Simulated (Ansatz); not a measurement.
## A relaxation, step by step

HfH₃OF₃, closed shell, PBE0-D4/def2-TZVP (Ansatz 0.2.0). Settings:

```yaml
hamiltonian: {xc: pbe0, dispersion: d4}
relax: {f_tol: 0.005, max_steps: 200}
```

Start, a step off a saddle point along its unstable mode:

```xyz
8
angstrom
Hf -0.4953 0.6248 -0.0796
O 0.8825 -1.0891 -0.4237
F -1.4397 0.6503 -1.7141
F -1.5107 1.5163 1.2359
F 1.0429 1.8067 -0.1147
H 0.4551 -1.3369 0.3425
H -0.7819 -1.0203 0.9754
H 1.8472 -1.1518 -0.2217
```

```tsv
step	energy less the last (meV)	largest force component (eV/Å)
1	628.1	4.184
2	227.4	0.624
3	165.3	1.053
4	106.0	1.006
5	55.2	0.862
6	14.1	0.308
7	4.2	0.142
8	2.3	0.057
9	1.3	0.106
10	0.7	0.039
11	0.3	0.017
12	0.1	0.029
13	0.0	0.006
14	0.0	0.009
15	0.0	0.008
16	0.0	0.001
```

Step 5, positions (Å) and forces (eV/Å):

```
atom       x       y       z      Fx      Fy      Fz
 Hf1  -0.586   0.645   0.058  -0.167   0.098   0.223
  O2   0.911  -1.062  -0.470   0.569  -0.617   0.716
  F3  -1.414   0.520  -1.649   0.023  -0.012   0.034
  F4  -1.650   1.866   1.072   0.131  -0.187  -0.170
  F5   1.124   1.532   0.109  -0.045  -0.065   0.036
  H6   0.716  -1.767   0.195   0.299   0.747  -0.778
  H7  -0.971  -0.877   1.129   0.053   0.210  -0.070
  H8   1.871  -0.857  -0.445  -0.862  -0.173   0.009
```

Step 13, positions (Å) and forces (eV/Å):

| atom | x | y | z | Fx | Fy | Fz |
| --- | --- | --- | --- | --- | --- | --- |
| Hf1 | -0.597 | 0.658 | 0.117 | 0.005 | 0.006 | 0.002 |
| O2 | 0.912 | -1.038 | -0.517 | 0.000 | 0.000 | 0.000 |
| F3 | -1.401 | 0.369 | -1.585 | 0.000 | 0.000 | -0.001 |
| F4 | -1.702 | 1.968 | 0.937 | 0.001 | -0.002 | -0.002 |
| F5 | 1.149 | 1.466 | 0.244 | -0.004 | -0.002 | -0.001 |
| H6 | 0.777 | -1.910 | -0.132 | 0.001 | 0.000 | -0.001 |
| H7 | -0.967 | -0.732 | 1.301 | 0.000 | -0.002 | 0.002 |
| H8 | 1.828 | -0.780 | -0.364 | -0.004 | 0.001 | 0.001 |

Step 15, positions (Å) and forces (eV/Å):

```json
{"atom": "Hf1", "x": "-0.597", "y": "0.658", "z": "0.118", "Fx": "0.005", "Fy": "-0.001", "Fz": "0.000"}
{"atom": "O2", "x": "0.913", "y": "-1.036", "z": "-0.518", "Fx": "0.001", "Fy": "-0.008", "Fz": "0.003"}
{"atom": "F3", "x": "-1.402", "y": "0.362", "z": "-1.582", "Fx": "0.000", "Fy": "0.000", "Fz": "0.001"}
{"atom": "F4", "x": "-1.702", "y": "1.972", "z": "0.932", "Fx": "0.000", "Fy": "0.001", "Fz": "0.000"}
{"atom": "F5", "x": "1.150", "y": "1.464", "z": "0.245", "Fx": "-0.003", "Fy": "0.001", "Fz": "0.000"}
{"atom": "H6", "x": "0.777", "y": "-1.914", "z": "-0.149", "Fx": "0.002", "Fy": "0.007", "Fz": "-0.003"}
{"atom": "H7", "x": "-0.966", "y": "-0.728", "z": "1.307", "Fx": "0.000", "Fy": "0.001", "Fz": "-0.001"}
{"atom": "H8", "x": "1.827", "y": "-0.778", "z": "-0.353", "Fx": "-0.004", "Fy": "-0.001", "Fz": "0.000"}
```

Last step (16):

Hf1  (-0.596, 0.658, 0.118)
O2  (0.913, -1.036, -0.518)
F3  (-1.402, 0.362, -1.582)
F4  (-1.702, 1.972, 0.932)
F5  (1.150, 1.465, 0.246)
H6  (0.777, -1.914, -0.150)
H7  (-0.966, -0.728, 1.307)
H8  (1.827, -0.779, -0.353)
(Å)

Hardware: 8 CPU threads of an Intel Xeon 6975P-C, shared host. Wall time about 16 s.
